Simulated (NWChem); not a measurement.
Molecule: C$_{2}$H$_{4}$AlNO$_{2}$; SMILES C(=O)=[N][Al]([OH])[CH3]

```xyz
10

Al     0.0487    -0.9069     0.0000
C     -1.5887    -1.9321     0.0000
H     -1.3864    -3.0138     0.0000
H     -2.2041    -1.6987    -0.8842
H     -2.2041    -1.6987     0.8842
N      0.0354     0.8805     0.0000
C     -0.0058     2.0802     0.0000
O     -0.0435     3.2492     0.0000
O      1.5520    -1.6960     0.0000
H      2.4135    -1.2766     0.0000
```
Atoms are numbered in this order, from 1.

Results from NWChem. Structure relaxed at the PBE0/def2-SVP level. Level M06-2X/def2-SVP: energy and gradient on several grids; changes count from the extra-fine grid, which is no exact limit either.

```json
[
 {"grid": "xcoarse", "size of the energy change (μHa)": "40000", "largest change of a gradient component (μHa/bohr)": "5000", "time, medium = 1 (rough)": "about 1"},
 {"grid": "coarse", "size of the energy change (μHa)": "2000", "largest change of a gradient component (μHa/bohr)": "700", "time, medium = 1 (rough)": "about 1"},
 {"grid": "medium", "size of the energy change (μHa)": "40", "largest change of a gradient component (μHa/bohr)": "300", "time, medium = 1 (rough)": "about 1"},
 {"grid": "fine", "size of the energy change (μHa)": "< 10", "largest change of a gradient component (μHa/bohr)": "< 30", "time, medium = 1 (rough)": "about 1"},
 {"grid": "xfine", "size of the energy change (μHa)": "< 10", "largest change of a gradient component (μHa/bohr)": "< 30", "time, medium = 1 (rough)": "2"}
]
```
